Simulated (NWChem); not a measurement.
Molecule: CH$_{5}$NOSi$_{2}$; SMILES O[Si@H]1N=C[SiH2]1

```xyz
10

O     -0.4535    -1.9819    -0.7830
Si     0.0291    -0.7991     0.2757
N      1.5522     0.0592    -0.1551
C      1.1673     1.2855    -0.2203
Si    -0.7518     1.3792    -0.0356
H     -0.1453    -2.8780    -0.6168
H      0.1640    -1.3778     1.6484
H      1.9108     2.0904    -0.3869
H     -1.4424     1.7014    -1.3235
H     -1.3240     2.2557     1.0365
```
Atoms are numbered in this order, from 1.

The geometry was optimised at PBE0/def2-SVP.

Question: Give the principal values of the shielding tensors (ppm) of O1, Si2, N3, C4, Si5 from BHandHLYP/pcSseg-1, GIAO (NWChem), with their diamagnetic and paramagnetic parts as GIAO splits them.

Answer: 
| atom | σ11 | σ22 | σ33 | isotropic | diamagnetic | paramagnetic |
|---|---|---|---|---|---|---|
| O1 | 250.2 | 293.4 | 308.0 | 283.9 | 391.7 | -107.9 |
| Si2 | 319.9 | 362.2 | 386.3 | 356.1 | 878.7 | -522.6 |
| N3 | -892.6 | -274.7 | 185.0 | -327.4 | 329.8 | -657.3 |
| C4 | -166.7 | -62.6 | 126.6 | -34.2 | 256.5 | -290.8 |
| Si5 | 265.1 | 386.2 | 497.5 | 382.9 | 879.1 | -496.1 |
